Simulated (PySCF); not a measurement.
**[Cs2]− at several levels of theory**

Computed with PySCF 2.14.0 (density fitting, no spin-orbit coupling) at the geometry relaxed with PBE:

```xyz
2
[Cs2]− (doublet)
Cs    0.0000    0.0000    2.6495
Cs    0.0000    0.0000   -2.6495
```

| level | basis | state | HOMO (eV) | gap (eV) | charge on Cs1 (e) | dipole about the centre of mass (D) | largest force component (eV/Å) |
| --- | --- | --- | --- | --- | --- | --- | --- |
| PBE | Cs def2-SVP with ECP46 | doublet | 0.47 | 0.33 | -0.50 | 0.00 | 0.00 |
| PBE | Cs def2-TZVP with ECP46 | doublet | 0.46 | 0.32 | -0.50 | 0.00 | 0.00 |
| PBE | Cs x2c-SVPall | doublet | 0.50 | 0.33 | -0.50 | 0.00 | 0.01 |

HOMO and gap are taken over both spins. Charges are Mulliken's, which hang on the basis. The relaxation used the grid (50, 194), these runs (75, 302) or, all-electron (x2c bases, spin-free X2C Hamiltonian), (99, 590).

Question: Order these levels, in the first row's basis, by the HOMO–LUMO gap they give here, smallest first.
A. r2SCAN
B. HF
C. TPSSh
D. revPBE

Answer: D (0.38 eV), C (0.51 eV), A (0.66 eV), B (3.24 eV).

Question: And their other results?

Answer: 
```csv
level,state,HOMO (eV),gap (eV),charge on Cs1 (e),dipole about the centre of mass (D),largest force component (eV/Å)
HF,doublet,-0.73,3.24,-0.50,0.00,0.15
TPSSh,doublet,0.29,0.51,-0.50,0.00,0.04
r2SCAN,doublet,0.35,0.66,-0.50,0.00,0.03
revPBE,doublet,0.46,0.38,-0.50,0.01,0.03
```

Open shells may have lower solutions than the one found.

The highest filled level of some runs lies above zero, as often for anions with such functionals and bases.

A gap near or under zero over both spins lies within a partly filled shell and is no excitation energy.

Some runs are spin-contaminated.
